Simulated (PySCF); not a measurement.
All numbers come from PySCF, PBE0, basis Te def2-TZVP with ECP28, H def2-TZVP (scalar-relativistic core potentials, no spin–orbit coupling, density fitting). Open shells, if any, are unrestricted.

Question: What shape and geometry does isolated singlet TeH₄ take (every ligand bound to Te)?

Answer: Counting electrons, tellurium keeps 2 of its valence electrons outside its bonds, so the VSEPR class is AX4E1 and the expected shape is see-saw (C2v). The calculation gives C4v instead. The lowest minimum found is a singlet of C4v symmetry with Te–H 1.729 Å (×4); H–Te–H 82.5° (×4), H–Te–H 137.7° (×2). Its harmonic wavenumbers are 270 (b1), 825 (a1), 1102 (e), 1252 (b2), 1726 (b1), 1771 (e), 1928 (a1) cm⁻¹ and its dipole moment is 0.50 D.

Only a few start shapes were tried, so a lower isomer may exist.
